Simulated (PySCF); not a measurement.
## BrCl₄⁺: from structure and modes to constants

All numbers come from PySCF, B3LYP, basis Br def2-SVP, Cl def2-SVP (no relativity, density fitting).

The singlet minimum has C2v symmetry. Masses (u): Br 78.91834, Cl 34.96885.

```xyz
5
charge 1 multiplicity 1, angstrom
Br    0.0000    0.0000   -0.3475
Cl    0.0000    2.3244   -0.5986
Cl    0.0000   -2.3244   -0.5986
Cl    1.8195    0.0000    0.9885
Cl   -1.8195    0.0000    0.9885
```

Harmonic wavenumbers (cm⁻¹): 38.0 (a1, ×1), 97.9 (b1, ×1), 116.0 (a1, ×1), 136.1 (a2, ×1), 160.4 (b2, ×1), 257.2 (a1, ×1), 291.8 (b1, ×1), 298.5 (a1, ×1), 358.3 (b2, ×1).

Q: What is the harmonic zero-point energy?

A: Half the sum of all 9 wavenumbers, 1754/2 = 877 cm⁻¹, which is 10.5 kJ/mol (1 cm⁻¹ = 0.0119627 kJ/mol).

Q: Find the vibrational entropy and heat capacity at 298.15 K.

A: With u = 1.43878 ω/T, each mode gives S = R[u/(eᵘ−1) − ln(1−e⁻ᵘ)] and C = R u² eᵘ/(eᵘ−1)².
```csv
ω (cm⁻¹),u,S (J/(mol K)),C (J/(mol K))
38.0,0.183,22.43,8.29
97.9,0.472,14.63,8.16
116.0,0.560,13.25,8.10
136.1,0.657,11.96,8.02
160.4,0.774,10.65,7.91
257.2,1.241,7.03,7.32
291.8,1.408,6.12,7.07
298.5,1.440,5.96,7.01
358.3,1.729,4.73,6.52
```
The sums over all modes are S = 96.8 and C = 68.4 J/(mol K); the softest mode gives 23 % of the entropy.

This need not be the most stable arrangement of these atoms.
